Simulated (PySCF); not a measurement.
CrO₂Cl₂, SMILES [Cr](=[O])([Cl])([Cl])=[O], multiplicity 1. Heavy atoms are numbered as in [Cr:1](=[O:2])(=[O:3])([Cl:4])[Cl:5].

Geometry: PBE-D3(BJ)/def2-SVP. The multiplicity is an assumed one; other spin states were not compared. The isomer is the one that the SMILES or the coordinates give; other isomers of the formula were not compared.

These are PySCF with HF/def2-TZVP values and carry that method's errors.

ESP charges are fitted to the potential on shells at 1.4 to 2.0 van der Waals radii. Atomic charges (e), one atom of each kind:

```csv
atom,ESP fit,IAO,Mulliken
Cr1,0.32,[?],1.63
O2,-0.13,[?],-0.50
Cl4,-0.03,[?],-0.31
```

### Question
Complete the blanks. (The exact figures need the calculation; the answer reports its results.)

### Answer

- Cr1, IAO: 1.72
- O2, IAO: -0.46
- Cl4, IAO: -0.40
